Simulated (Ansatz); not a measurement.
System: CH6NSi, net charge 0, doublet state. It need not be the lowest isomer of its formula. 
Coordinates optimised at B3LYP-D3(BJ)/def2-TZVP (Ansatz, a quantum-chemistry and plane-wave program):
SMILES: [SiH3]N[CH2]
```xyz
9

C     -1.4140     0.9755    -0.2809
N     -0.5255    -0.0542    -0.5470
Si     0.8987    -0.4193     0.3739
H     -2.3020     1.0699    -0.8850
H     -1.3572     1.4624     0.6805
H     -0.6700    -0.5302    -1.4231
H      1.8928     0.6827     0.3429
H      0.5354    -0.6512     1.7922
H      1.4816    -1.6379    -0.2282
```
Charge 0, spin multiplicity 2.

Quantity: atomisation energy (electronic, to ground-state atoms), in kcal/mol. Cores are frozen in the correlated levels unless marked. UHF or UKS for open shells. No spin-orbit coupling. No relativistic terms. The coupled-cluster limit lacks core correlation, which all-electron functionals hold. Basis-set limits of correlation are two-point, X^-3; Hartree-Fock from the larger set.

```
level                                                program  atomisation energy (kcal/mol)  minus last row
--------------------------------------------  --------------  -----------------------------  --------------
HF/cc-pV(D+d)Z                                        Ansatz                          499.4          -204.2
HF/cc-pV(T+d)Z                                        Ansatz                          513.1          -190.5
SVWN5/def2-TZVPD                                      Ansatz                          795.2            91.6
r2SCAN-D4/def2-TZVPD                          Ansatz + dftd4                          704.3             0.7
CCSD/aug-cc-pV(Q+d)Z                                  Ansatz                          689.1           -14.5
CCSD(T)/6-31G                                         Ansatz                          564.0          -139.6
CCSD(T)/CBS(aug-cc-pV(T+d)Z,aug-cc-pV(Q+d)Z)          Ansatz                          703.6             0.0
```
